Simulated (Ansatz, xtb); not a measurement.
**Isomers of C4H5NO3Si in order of energy**

3 gas-phase structures of C4H5NO3Si, from a drawn sample of its isomers (lower ones may exist). Each was relaxed with GFN2-xTB; where two conformers were screened, the lower at r2SCAN-D4/def2-SVP is listed:

A. `N#C[C@@H]1OC(=O)O[C@@H]1[SiH3]`, a singlet
B. `N#C[C@@]1([SiH3])COC(=O)O1`, a singlet
C. `N#C[C@@H]1OC(=O)O[C@H]1[SiH3]`, a singlet

Task: Estimate their order in r2SCAN-D4/def2-SVP energy at these geometries, lowest first.

Result: Calculated order at r2SCAN-D4/def2-SVP: B (0.0), A (7.0), C (7.8) kJ/mol. Less than 1 kcal/mol parts A and C, so the order within that pair means little.

Energies above the lowest of each column, in kJ/mol; the last columns are at PBE0-D3(BJ)/def2-SVP geometries:

```json
{"structure": "B", "GFN2-xTB": "0.0", "HF/STO-3G": "0.0", "r2SCAN-D4/def2-SVP": "0.0", "PBE0-D3(BJ)/def2-SVP": "0.0", "CCSD(T)/def2-SVP + ΔMP2/def2-TZVPP": "0.0"}
{"structure": "A", "GFN2-xTB": "13.9", "HF/STO-3G": "3.3", "r2SCAN-D4/def2-SVP": "7.0", "PBE0-D3(BJ)/def2-SVP": "5.5", "CCSD(T)/def2-SVP + ΔMP2/def2-TZVPP": "5.4"}
{"structure": "C", "GFN2-xTB": "11.7", "HF/STO-3G": "3.9", "r2SCAN-D4/def2-SVP": "7.8", "PBE0-D3(BJ)/def2-SVP": "8.8", "CCSD(T)/def2-SVP + ΔMP2/def2-TZVPP": "9.6"}
```

Every level run on B puts it lowest or level with the lowest. Flexible structures stand in one conformer each, not always the lowest. ΔMP2 is the change of the MP2 energy from the smaller to the larger basis.

Programs: Ansatz 0.2.0, xtb 6.7.1.
